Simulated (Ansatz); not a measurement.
Ansatz (a program for electronic structure) input:

Ansatz 0.2 input:
```yaml
crystal:
  periodic: [false, false, false]
  atoms:
    - {symbol: Si, position_ang: [0.27863573, -0.03776702, 0.06950483]}
    - {symbol: Br, position_ang: [0.01183819, -1.63969169, 1.56556048]}
    - {symbol: Br, position_ang: [0.60932348, 1.87227408, 1.12737688]}
    - {symbol: Br, position_ang: [1.95425357, -0.49095004, -1.26608849]}
    - {symbol: O, position_ang: [-0.99255204, 0.05802974, -0.90126349]}
    - {symbol: H, position_ang: [-1.89456695, 0.24354955, -0.65599847]}
basis:
  gaussian:
    orbitals: def2-TZVP
hamiltonian:
  xc: b3lyp
  dispersion: d3bj
relax: {f_tol: 0.002, max_steps: 150}
```

Task: What final total energy does it print?

Result: -8088.14626 Eh (B3LYP-D3(BJ)/def2-TZVP). The basis has 218 functions.
